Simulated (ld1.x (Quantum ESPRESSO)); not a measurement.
phosphorus (P) PAW: all-electron and pseudo phase curves

P (Z = 15), PAW, made with ld1.x (Quantum ESPRESSO) 7.5 (PBE, scalar-relativistic). Core [Ne], reference 3s2 3p2 (charge +1). Waves: 3s (bound): rcut 1.80, rcutus 1.90 bohr; 3s channel at -1.57 Ry: rcut 1.80, rcutus 1.90 bohr; 3p (bound): rcut 1.70, rcutus 1.90 bohr; 3p channel at -0.15 Ry: rcut 1.70, rcutus 1.90 bohr; 3d channel at 0.15 Ry: rcut 1.00, rcutus 1.35 bohr. Local part: all-electron potential smoothed inside 1.05 bohr (lloc = -1). Core correction: a·sin(br)/r model core, default radius (ld1.x builds one for every PAW set, though the input has nlcc=.false.). Augmentation charge: PSQ, radius 0.95 bohr.

The phase is arctan(r·u′/u) with u = r·R(r), unwrapped; energies in Ry, scanned from -4 to 5 Ry. A pole is an energy at which the radial function vanishes at the test radius. The pseudo phase is shifted by a multiple of π to meet the all-electron one at the reference energy, and phase errors are pseudo minus all-electron; the curves can meet again beyond the range given. Levels narrower than the energy grid can be missing from the lists of poles.

```tsv
channel	radius (bohr)	reference energy (Ry)	poles, all-electron	poles, pseudo	unbroken range about the reference energy with phases within 0.05 rad	phase error 1 Ry above the reference energy (rad)
s	2.06	-1.71	0.20	-0.16, 0.24	below -0.2	-0.001
p	2.06	-1.04	1.25	1.25	below 4.6	+0.000
d	2.06	0.15	2.29	2.32	below 4.8	+0.001
```

Phases in the p channel:

| E (Ry) | all-electron | pseudo |
| --- | --- | --- |
| -4.00 | 1.244 | 1.244 |
| -3.76 | 1.225 | 1.225 |
| -3.52 | 1.203 | 1.202 |
| -3.28 | 1.176 | 1.175 |
| -3.04 | 1.142 | 1.142 |
| -2.80 | 1.100 | 1.100 |
| -2.56 | 1.045 | 1.045 |
| -2.32 | 0.972 | 0.972 |
| -2.08 | 0.868 | 0.868 |
| -1.84 | 0.714 | 0.713 |
| -1.60 | 0.475 | 0.475 |
| -1.36 | 0.117 | 0.117 |
| -1.12 | -0.328 | -0.328 |
| -0.88 | -0.720 | -0.720 |
| -0.64 | -0.990 | -0.990 |
| -0.40 | -1.165 | -1.165 |
| -0.16 | -1.282 | -1.282 |
| 0.08 | -1.364 | -1.364 |
| 0.32 | -1.426 | -1.426 |
| 0.56 | -1.474 | -1.474 |
| 0.80 | -1.513 | -1.513 |
| 1.04 | -1.545 | -1.546 |
| 1.28 | -1.574 | -1.574 |
| 1.52 | -1.599 | -1.599 |
| 1.76 | -1.622 | -1.623 |
| 2.00 | -1.644 | -1.645 |
| 2.24 | -1.665 | -1.666 |
| 2.48 | -1.686 | -1.687 |
| 2.72 | -1.707 | -1.709 |
| 2.96 | -1.728 | -1.732 |
| 3.20 | -1.752 | -1.757 |
| 3.44 | -1.777 | -1.784 |
| 3.68 | -1.805 | -1.816 |
| 3.92 | -1.837 | -1.853 |
| 4.16 | -1.875 | -1.898 |
| 4.40 | -1.921 | -1.956 |
| 4.64 | -1.978 | -2.033 |
| 4.88 | -2.053 | -2.143 |
